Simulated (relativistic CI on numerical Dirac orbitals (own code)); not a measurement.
V5+ in a cubic cluster: L2,3 absorption with charge transfer

Computed with a charge-transfer multiplet model of a cubic metal-ligand cluster with up to 2 ligand holes, Slater and spin-orbit integrals from Dirac-Coulomb-Breit ions, Slater integrals scaled by 0.9. The ground state mixes d0 with configurations of k ligand holes L, whose averages lie at kΔ + k(k − 1)U_dd/2; a core hole lowers each added d electron by U_cd. 300 K, Lorentzian 0.4 eV and Gaussian 0.3 eV FWHM.

Atomic integrals in eV (Slater integrals scaled, ζ unscaled), ground: F2dd 9.064, F4dd 5.680, zeta_d 0.024; with the core hole: F2dd 9.064, F4dd 5.680, zeta_d 0.047, zeta_core 4.606, F2cd 6.737, G1cd 5.189, G3cd 2.951. Where a configuration has fewer than two d electrons, the dd integrals are those of d2.

Cluster parameters (eV): Δ = -0.7, U_cd = 5.6, 10Dq = 1.05, 10Dq(ligand) = 1.5, V(eg) = 1.85, V(t2g) = -0.92, final-state hopping factor = 0.9.

Weights, n_d and S are thermal averages at 300 K. Photon energies count from the first peak over 30 % of the highest in each spectrum, which can be another peak from case to case. The parameters are a model scan and need not match a compound or its usual spin state. Peaks in eV (height, largest 100): -3.3 (13), 0.0 (54), 2.4 (15), 4.0 (44), 5.8 (72), 6.7 (100).

Which parameters give this spectrum?
A. U_dd = 6.5 eV
B. U_dd = 5.1 eV
C. U_dd = 4.4 eV

C. U_dd = 4.4 eV; the ground state then has 0.98 d electrons and S = 0.00. The choice follows from running the model for each set and comparing peak positions and heights. The space is cut while the next configuration still counts.
